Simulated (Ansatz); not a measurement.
`O=C([SiH3])O[SiH2]F` + `C=C=C(O)Cl` → `C=C=C(Cl)O[SiH3]` + `O=CO[SiH2]F`  (ligand exchange at the Si–C bond)

Gas-phase electronic energies from Ansatz, PBE0-D4/def2-TZVP geometries. CCSD(T)/CBS adds triple-zeta CCSD(T) − MP2 to the extrapolated MP2 energy (def2 sets, frozen cores). DFT in def2-TZVPP. Each species was taken in one conformer, which may not be the lowest.

`O=C([SiH3])O[SiH2]F`:

Z-matrix (Å, degrees):
```
Si
C 1 1.922
H 1 1.482 2 108.0
H 1 1.479 2 107.8 3 -120.5
H 1 1.483 2 107.9 3 119.0
O 2 1.343 1 113.8 3 -59.1
O 2 1.207 1 125.5 3 121.0
Si 6 1.688 2 114.8 1 -180.0
F 8 1.590 6 102.6 2 -180.0
H 8 1.473 6 110.9 2 -64.8
H 8 1.473 6 110.9 2 64.8
```

`C=C=C(O)Cl`:

```xyz
8

C    -1.115   -0.621    1.163
C    -0.262   -0.126    0.318
C     0.572    0.413   -0.522
O     0.545    0.220   -1.857
Cl    1.796    1.518    0.034
H    -0.912   -1.541    1.704
H    -2.068   -0.134    1.359
H     1.445    0.271   -2.198
```

`C=C=C(Cl)O[SiH3]`:

Cartesian coordinates in Å:
```
C -0.840 1.424 -2.258
C -0.542 0.564 -1.332
C -0.261 -0.313 -0.412
Cl 0.174 -1.940 -0.870
O -0.303 -0.078 0.905
Si 0.723 -0.703 2.065
H -0.080 2.050 -2.719
H -1.862 1.552 -2.607
H 2.133 -0.577 1.622
H 0.460 0.140 3.252
H 0.400 -2.119 2.355
```

`O=CO[SiH2]F`:

Cartesian coordinates in Å:
```
O 1.117 -1.065 -1.127
C 0.280 -1.431 -0.360
O -0.473 -0.614 0.390
Si -0.244 1.044 0.353
F -0.747 1.616 -1.039
H 0.021 -2.482 -0.172
H 1.177 1.384 0.541
H -1.131 1.549 1.415
```

CCSD(T)/CBS gives -23.2 kcal/mol.

Another level gave -19.6 kcal/mol. Which?
A. MP2/def2-TZVPP
B. ωB97M-V/def2-TZVPP
C. B2PLYP/def2-TZVPP
D. PBE-D4/def2-TZVPP

D. PBE-D4 -19.6, MP2/def2-TZVPP -24.9, B2PLYP -23.8, ωB97M-V -22.8 kcal/mol.

Largest T1 diagnostic among the species: 0.015.

In def2-TZVPP, CCSD(T) changes the Hartree–Fock value by +4.1 kcal/mol (the triples alone add +0.7 kcal/mol) and MP2 by +2.7 kcal/mol. From PBE to PBE0 (25 % exact exchange), in def2-TZVPP and without D4, ΔE moves by −1.8 kcal/mol.
